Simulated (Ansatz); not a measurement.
Relaxing a trial structure of C4H6F3NO

The starting geometry of this gas-phase singlet was optimised with GFN2-xTB; its bonds are those of `C[C@H](C(N)=O)C(F)(F)F`.

```xyz
15

C     1.8464   -1.2976   -3.1854
C     1.3124   -0.6650   -1.9029
C     2.4356   -0.5518   -0.8469
C     0.1800   -1.5140   -1.3420
F    -0.8234   -1.6602   -2.2212
F    -0.3767   -0.9555   -0.2454
F     0.5629   -2.7413   -0.9863
N     2.1435    0.2767    0.1780
O     3.4864   -1.1289   -0.9549
H     1.0464   -1.4360   -3.9083
H     2.2999   -2.2593   -2.9576
H     2.6104   -0.6558   -3.6141
H     0.8947    0.3279   -2.0991
H     1.2273    0.6626    0.3245
H     2.8094    0.3388    0.9311
```

Problem. Predict what it relaxes into with PBE-D3(BJ)/def2-SVP.

Solution. It keeps its bonds, and is `C[C@H](C(N)=O)C(F)(F)F`.

The energy falls by 0.12 eV over 14 steps:

| step | E − E(last) (eV) |
| --- | --- |
| 1 | 0.117 |
| 2 | 0.029 |
| 4 | 0.016 |
| 5 | 0.013 |
| 7 | 0.005 |
| 8 | 0.003 |
| 10 | 0.001 |
| 11 | 0.000 |
| 13 | 0.000 |
| 14 | 0.000 |

Final geometry (Å):

```xyz
15

C     1.8474   -1.3590   -3.1860
C     1.3195   -0.6646   -1.9308
C     2.4748   -0.4335   -0.9146
C     0.1473   -1.4346   -1.3298
F    -0.7984   -1.7111   -2.2547
F    -0.4822   -0.7207   -0.3418
F     0.5385   -2.6062   -0.7818
N     2.1134    0.1347    0.2728
O     3.6345   -0.7017   -1.2027
H     1.0604   -1.4268   -3.9593
H     2.2027   -2.3780   -2.9409
H     2.7113   -0.7974   -3.5830
H     0.9073    0.3346   -2.1926
H     1.1361    0.2498    0.5380
H     2.8425    0.2548    0.9766
```

No frequencies were run, so the end isn't proven a minimum. Run with Ansatz 0.2.0, 27 s on 4 threads of Arm Neoverse V1, on a shared host.
